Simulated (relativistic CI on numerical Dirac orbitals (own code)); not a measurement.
# Xe LII: sensitivity of the levels to the model

Base calculation: Dirac-Coulomb-Breit CI, separate exchange-only KLI orbitals for each configuration, model QED, unscaled Slater integrals.

CI space (outside the closed core 1s2): 2s, 2p, 3s, 3p, 3d, 4s, 4p, 4d, 4f, 5s, 5p, 5d, 5f, 5g, 6s, 6p, 6d. Levels of other configurations are missing.

Variants: (1) non-relativistic limit. Shifts of the energy above 2s ²S1/2, in eV, for the lowest level and the first level of each name with at least 55 % of one term (blank where a level changes its place among those of its configuration and J or its character, or is not in the variant):

| Level | Base | Δ(1) |
| --- | --- | --- |
| 2s ²S1/2 | 0.00 | 0.00 |
| 2p ²P°1/2 | 120.04 | -19.43 |
| 2p ²P°3/2 | 492.58 | -391.97 |
| 3s ²S1/2 | 5517.42 | -305.18 |
| 3p ²P°1/2 | 5550.48 | -310.07 |
| 3p ²P°3/2 | 5661.19 | -420.77 |
| 3d ²D3/2 | 5671.56 | -419.37 |
| 3d ²D5/2 | 5705.15 | -452.96 |
| 4s ²S1/2 | 7419.39 | -395.10 |
| 4p ²P°1/2 | 7432.91 | -396.96 |
| 4p ²P°3/2 | 7479.45 | -443.50 |
| 4d ²D3/2 | 7483.80 | -442.98 |
| 4d ²D5/2 | 7498.01 | -457.19 |
| 4f ²F°5/2 | 7498.22 | -457.12 |
| 4f ²F°7/2 | 7505.21 | -464.12 |
| 5s ²S1/2 | 8290.17 | -429.84 |
| 5p ²P°1/2 | 8296.97 | -430.73 |
| 5p ²P°3/2 | 8320.71 | -454.48 |
| 5d ²D3/2 | 8322.93 | -454.22 |
| 5d ²D5/2 | 8330.21 | -461.50 |
| 5f ²F°5/2 | 8330.33 | -461.46 |
| 5g ²G7/2 | 8333.91 | -465.04 |

At this charge energies of transitions that change n are usually good to better than 1 %, and those within a shell (Δn = 0) to a few per cent.

Ionisation energy from the two ground configurations alone: base 9809.75 eV. The NIST ASD value (theoretical) is 9810.37 eV.
